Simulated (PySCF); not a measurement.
Isomers of C7H12, one conformer each; single-point electronic energies without zero-point terms and without any empirical dispersion term.

All values: PBE0/pcSseg-1 (PySCF, non-relativistic), each on one gas-phase PBE0-D3(BJ)/def2-SVP geometry that isn't relaxed in the solvent. The solvent is an IEF-PCM continuum (Bondi radii, 1.10 Å for H, scaled by 1.2). The model holds no explicit solvent molecules, cavitation or dispersion.

| isomer | relative energy, gas (kJ/mol) | dipole (D) |
| --- | --- | --- |
| `C1C[C@H]2CC[C@@H]1C2` | 0.0 | 0.07 |
| `C1C2(CC2)CCC1` | 74.6 | 0.26 |
| `CCC(=C)C1CC1` | 146.6 | 0.70 |

Problem. How do the relative energies look in chloroform (ε = 4.711)?

Solution. 
| isomer | relative energy, solvent (kJ/mol) | E(solvent) − E(gas) (kJ/mol) | dipole in solvent (D) |
| --- | --- | --- | --- |
| `C1C[C@H]2CC[C@@H]1C2` | 0.0 | -1.9 | 0.08 |
| `C1C2(CC2)CCC1` | 73.2 | -3.2 | 0.31 |
| `CCC(=C)C1CC1` | 141.6 | -6.8 | 0.89 |

The order is unchanged. Conformers: `[CH2:1]1[CH2:2][CH2:3][C:4]2([CH2:5]1)[CH2:6][CH2:7]2` with C5–C1–C2–C3 42°, C1–C2–C3–C4 -34°, C2–C3–C4–C5 13°, C3–C4–C5–C1 13°; `[CH2:1]=[C:2]([CH2:3][CH3:4])[CH:5]1[CH2:6][CH2:7]1` with C1–C2–C3–C4 0°, C1–C2–C5–C6 -35°. `CCC(=C)C1CC1` gains most from the continuum, and it has the largest gas-phase dipole. The gains span 4.9 kJ/mol, the gas-phase energies 146.6 kJ/mol.
